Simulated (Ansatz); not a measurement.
## Molecular dynamics of BH6N3

input.yaml

```yaml
crystal:
  periodic: [false, false, false]
  atoms:
    - { symbol: "N", position_ang: [-1.074337, 0.449181, -0.900745] }
    - { symbol: B, position_ang: [-0.046807, -0.009927, -0.047645] }
    - { symbol: "N", position_ang: [0.14018, -1.469458, 0.040369] }
    - { symbol: "N", position_ang: [0.760737, 0.897934, 0.68535] }
    - { symbol: H, position_ang: [-1.628647, -0.241173, -1.407963] }
    - { symbol: H, position_ang: [-1.327414, 1.423087, -1.068629] }
    - { symbol: H, position_ang: [0.01251, -1.824242, 0.996774] }
    - { symbol: H, position_ang: [1.080226, -1.763495, -0.253983] }
    - { symbol: H, position_ang: [0.664101, 1.91447, 0.654971] }
    - { symbol: H, position_ang: [1.502452, 0.572427, 1.304304] }
basis:
  gaussian: { orbitals: def2-SVP }
hamiltonian:
  xc: lda
md:
  timestep: 0.5
  n_steps: 200
  ensemble: nve
  temperature: 300.0
  initial_velocities: maxwell_boltzmann
  seed: 8745
```

Command:

```bash
$ ansatz run input.yaml --threads 2 --pin off --max-ram 3072MiB --backend cpu --events-out ev --progress --plain --runs-dir out
```

It starts at the highest image of a converged band. Of that band: The profile has 2 maxima (images 1, 5) with wells between them (image 3): this band takes more than one step, which may be the mechanism or a detour left from its start path. A vibrational analysis at the climbing image gives one clearly imaginary mode, 316i cm⁻¹: a first-order saddle point.

Output, in part (one step line in 4, the closing report, with atoms numbered from 0):

```
md step     0: t =     0.00 fs  T =   300.0 K  F+E_penalty+E_count = -5198.17443933 eV  E_kin = 0.310224 eV  conserved = -5197.86421533 eV  (26 SCF iters)
md step     4: t =     2.00 fs  T =   237.6 K  F+E_penalty+E_count = -5198.10893610 eV  E_kin = 0.245744 eV  conserved = -5197.86319257 eV  (29 SCF iters)
md step     8: t =     4.00 fs  T =   205.2 K  F+E_penalty+E_count = -5198.07574182 eV  E_kin = 0.212191 eV  conserved = -5197.86355079 eV  (30 SCF iters)
md step    12: t =     6.00 fs  T =   163.1 K  F+E_penalty+E_count = -5198.03217268 eV  E_kin = 0.168655 eV  conserved = -5197.86351735 eV  (30 SCF iters)
md step    16: t =     8.00 fs  T =   124.9 K  F+E_penalty+E_count = -5197.99225831 eV  E_kin = 0.129134 eV  conserved = -5197.86312400 eV  (29 SCF iters)
md step    20: t =    10.00 fs  T =   135.7 K  F+E_penalty+E_count = -5198.00420316 eV  E_kin = 0.140337 eV  conserved = -5197.86386570 eV  (30 SCF iters)
md step    24: t =    12.00 fs  T =    91.6 K  F+E_penalty+E_count = -5197.95773231 eV  E_kin = 0.094706 eV  conserved = -5197.86302673 eV  (31 SCF iters)
md step    28: t =    14.00 fs  T =   109.6 K  F+E_penalty+E_count = -5197.97711832 eV  E_kin = 0.113331 eV  conserved = -5197.86378699 eV  (31 SCF iters)
md step    32: t =    16.00 fs  T =    90.1 K  F+E_penalty+E_count = -5197.95632661 eV  E_kin = 0.093181 eV  conserved = -5197.86314523 eV  (31 SCF iters)
md step    36: t =    18.00 fs  T =   121.2 K  F+E_penalty+E_count = -5197.98879226 eV  E_kin = 0.125283 eV  conserved = -5197.86350906 eV  (30 SCF iters)
md step    40: t =    20.00 fs  T =   154.2 K  F+E_penalty+E_count = -5198.02309510 eV  E_kin = 0.159427 eV  conserved = -5197.86366765 eV  (31 SCF iters)
md step    44: t =    22.00 fs  T =   151.4 K  F+E_penalty+E_count = -5198.01968822 eV  E_kin = 0.156515 eV  conserved = -5197.86317336 eV  (32 SCF iters)
md step    48: t =    24.00 fs  T =   181.8 K  F+E_penalty+E_count = -5198.05194673 eV  E_kin = 0.188023 eV  conserved = -5197.86392361 eV  (29 SCF iters)
md step    52: t =    26.00 fs  T =   149.5 K  F+E_penalty+E_count = -5198.01758276 eV  E_kin = 0.154557 eV  conserved = -5197.86302607 eV  (29 SCF iters)
md step    56: t =    28.00 fs  T =   166.5 K  F+E_penalty+E_count = -5198.03590490 eV  E_kin = 0.172192 eV  conserved = -5197.86371263 eV  (29 SCF iters)
md step    60: t =    30.00 fs  T =   153.0 K  F+E_penalty+E_count = -5198.02154998 eV  E_kin = 0.158231 eV  conserved = -5197.86331928 eV  (30 SCF iters)
md step    64: t =    32.00 fs  T =   161.2 K  F+E_penalty+E_count = -5198.03003061 eV  E_kin = 0.166726 eV  conserved = -5197.86330441 eV  (31 SCF iters)
md step    68: t =    34.00 fs  T =   190.9 K  F+E_penalty+E_count = -5198.06116236 eV  E_kin = 0.197374 eV  conserved = -5197.86378805 eV  (30 SCF iters)
md step    72: t =    36.00 fs  T =   178.3 K  F+E_penalty+E_count = -5198.04746786 eV  E_kin = 0.184364 eV  conserved = -5197.86310379 eV  (27 SCF iters)
md step    76: t =    38.00 fs  T =   203.5 K  F+E_penalty+E_count = -5198.07426432 eV  E_kin = 0.210442 eV  conserved = -5197.86382268 eV  (28 SCF iters)
md step    80: t =    40.00 fs  T =   179.1 K  F+E_penalty+E_count = -5198.04831105 eV  E_kin = 0.185167 eV  conserved = -5197.86314365 eV  (28 SCF iters)
md step    84: t =    42.00 fs  T =   201.8 K  F+E_penalty+E_count = -5198.07228793 eV  E_kin = 0.208698 eV  conserved = -5197.86358986 eV  (29 SCF iters)
md step    88: t =    44.00 fs  T =   209.2 K  F+E_penalty+E_count = -5198.07975074 eV  E_kin = 0.216299 eV  conserved = -5197.86345167 eV  (27 SCF iters)
md step    92: t =    46.00 fs  T =   215.8 K  F+E_penalty+E_count = -5198.08647668 eV  E_kin = 0.223201 eV  conserved = -5197.86327558 eV  (27 SCF iters)
md step    96: t =    48.00 fs  T =   245.8 K  F+E_penalty+E_count = -5198.11781698 eV  E_kin = 0.254149 eV  conserved = -5197.86366759 eV  (28 SCF iters)
md step   100: t =    50.00 fs  T =   249.0 K  F+E_penalty+E_count = -5198.12054533 eV  E_kin = 0.257461 eV  conserved = -5197.86308433 eV  (29 SCF iters)
md step   104: t =    52.00 fs  T =   310.5 K  F+E_penalty+E_count = -5198.18481112 eV  E_kin = 0.321067 eV  conserved = -5197.86374459 eV  (28 SCF iters)
md step   108: t =    54.00 fs  T =   339.3 K  F+E_penalty+E_count = -5198.21406076 eV  E_kin = 0.350825 eV  conserved = -5197.86323544 eV  (28 SCF iters)
md step   112: t =    56.00 fs  T =   390.8 K  F+E_penalty+E_count = -5198.26768278 eV  E_kin = 0.404146 eV  conserved = -5197.86353659 eV  (26 SCF iters)
md step   116: t =    58.00 fs  T =   427.7 K  F+E_penalty+E_count = -5198.30588173 eV  E_kin = 0.442310 eV  conserved = -5197.86357165 eV  (27 SCF iters)
md step   120: t =    60.00 fs  T =   451.0 K  F+E_penalty+E_count = -5198.32965197 eV  E_kin = 0.466338 eV  conserved = -5197.86331374 eV  (27 SCF iters)
md step   124: t =    62.00 fs  T =   497.5 K  F+E_penalty+E_count = -5198.37838301 eV  E_kin = 0.514423 eV  conserved = -5197.86396047 eV  (27 SCF iters)
md step   128: t =    64.00 fs  T =   472.5 K  F+E_penalty+E_count = -5198.35190702 eV  E_kin = 0.488565 eV  conserved = -5197.86334165 eV  (27 SCF iters)
md step   132: t =    66.00 fs  T =   442.4 K  F+E_penalty+E_count = -5198.32123555 eV  E_kin = 0.457482 eV  conserved = -5197.86375405 eV  (27 SCF iters)
md step   136: t =    68.00 fs  T =   365.8 K  F+E_penalty+E_count = -5198.24157059 eV  E_kin = 0.378273 eV  conserved = -5197.86329765 eV  (27 SCF iters)
md step   140: t =    70.00 fs  T =   324.5 K  F+E_penalty+E_count = -5198.19887919 eV  E_kin = 0.335550 eV  conserved = -5197.86332899 eV  (28 SCF iters)
md step   144: t =    72.00 fs  T =   318.0 K  F+E_penalty+E_count = -5198.19254582 eV  E_kin = 0.328850 eV  conserved = -5197.86369565 eV  (27 SCF iters)
md step   148: t =    74.00 fs  T =   285.3 K  F+E_penalty+E_count = -5198.15828097 eV  E_kin = 0.295013 eV  conserved = -5197.86326768 eV  (27 SCF iters)
md step   152: t =    76.00 fs  T =   269.0 K  F+E_penalty+E_count = -5198.14189122 eV  E_kin = 0.278133 eV  conserved = -5197.86375870 eV  (30 SCF iters)
md step   156: t =    78.00 fs  T =   211.2 K  F+E_penalty+E_count = -5198.08147832 eV  E_kin = 0.218358 eV  conserved = -5197.86312033 eV  (29 SCF iters)
md step   160: t =    80.00 fs  T =   210.4 K  F+E_penalty+E_count = -5198.08101451 eV  E_kin = 0.217580 eV  conserved = -5197.86343412 eV  (31 SCF iters)
md step   164: t =    82.00 fs  T =   225.2 K  F+E_penalty+E_count = -5198.09634738 eV  E_kin = 0.232890 eV  conserved = -5197.86345691 eV  (28 SCF iters)
md step   168: t =    84.00 fs  T =   242.3 K  F+E_penalty+E_count = -5198.11389470 eV  E_kin = 0.250546 eV  conserved = -5197.86334910 eV  (29 SCF iters)
md step   172: t =    86.00 fs  T =   266.9 K  F+E_penalty+E_count = -5198.13976474 eV  E_kin = 0.275958 eV  conserved = -5197.86380704 eV  (29 SCF iters)
md step   176: t =    88.00 fs  T =   243.1 K  F+E_penalty+E_count = -5198.11452874 eV  E_kin = 0.251395 eV  conserved = -5197.86313359 eV  (29 SCF iters)
md step   180: t =    90.00 fs  T =   268.3 K  F+E_penalty+E_count = -5198.14109089 eV  E_kin = 0.277447 eV  conserved = -5197.86364394 eV  (29 SCF iters)
md step   184: t =    92.00 fs  T =   270.3 K  F+E_penalty+E_count = -5198.14272682 eV  E_kin = 0.279469 eV  conserved = -5197.86325803 eV  (28 SCF iters)
md step   188: t =    94.00 fs  T =   297.5 K  F+E_penalty+E_count = -5198.17104743 eV  E_kin = 0.307594 eV  conserved = -5197.86345355 eV  (28 SCF iters)
md step   192: t =    96.00 fs  T =   326.4 K  F+E_penalty+E_count = -5198.20122764 eV  E_kin = 0.337547 eV  conserved = -5197.86368029 eV  (29 SCF iters)
md step   196: t =    98.00 fs  T =   329.7 K  F+E_penalty+E_count = -5198.20415936 eV  E_kin = 0.340920 eV  conserved = -5197.86323910 eV  (30 SCF iters)
md step   200: t =   100.00 fs  T =   364.2 K  F+E_penalty+E_count = -5198.24050579 eV  E_kin = 0.376605 eV  conserved = -5197.86390062 eV  (27 SCF iters)
Total energy: -5198.24053940 eV, -191.0318163291 hartree
Atom 0 at    -1.088649     0.468728    -0.874081 Å, force    -0.446513    -0.076521    -0.015655 eV/Å
Atom 1 at    -0.036627    -0.037799    -0.049004 Å, force    -0.191523     0.212164     0.000755 eV/Å
Atom 2 at     0.135857    -1.485789     0.101349 Å, force     0.581968     0.301072    -0.079467 eV/Å
Atom 3 at     0.792444     0.912312     0.597551 Å, force     0.285546    -0.538030     0.367439 eV/Å
Atom 4 at    -1.936613    -0.093214    -0.908292 Å, force    -0.096342    -0.404247    -0.186278 eV/Å
Atom 5 at    -1.376071     1.454870    -0.913364 Å, force     0.495500    -0.120813     0.051556 eV/Å
Atom 6 at     0.516581    -1.925235    -0.754815 Å, force    -0.402642     0.009971     0.184966 eV/Å
Atom 7 at     0.759012    -1.773108     0.879307 Å, force    -0.260182     0.221578    -0.315299 eV/Å
Atom 8 at     0.493280     1.875096     0.736445 Å, force     0.073504     0.143433     0.079738 eV/Å
Atom 9 at     1.556228     0.597082     1.202930 Å, force    -0.039315     0.251393    -0.087756 eV/Å
Dipole moment:     0.114365     0.187419     0.181507 e Å
```

The run went to its last step. The conserved energy stayed within 0.13 meV per atom of its start (net change 0.031 meV per atom), so the integration is sound. A run of 0.1 ps of so small a system gives no equilibrium averages. The orbitals stay closed-shell, which can raise the energy where a bond breaks towards radicals; this wasn't checked here.

The step under study would form B2–H9 and break N4–H9. These pairs go: B2–H9 2.17 → 2.13 Å, N4–H9 1.02 → 1.02 Å. In the last frame they stand as before the step (other bonds may differ from the relaxed reactants and products). It ends as one piece, BH6N3. Pairs count as bonded within 1.25 times the sum of covalent radii (0.12 Å more for H–H).

Last frame:

```xyz
10
Properties=species:S:1:pos:R:3
N -1.089 0.469 -0.874
B -0.037 -0.038 -0.049
N 0.136 -1.486 0.101
N 0.792 0.912 0.598
H -1.937 -0.093 -0.908
H -1.376 1.455 -0.913
H 0.517 -1.925 -0.755
H 0.759 -1.773 0.879
H 0.493 1.875 0.736
H 1.556 0.597 1.203
```

The run took 2.5 min on 2 threads of Arm Neoverse V1, with other jobs on the host, peak memory 0.11 GiB.
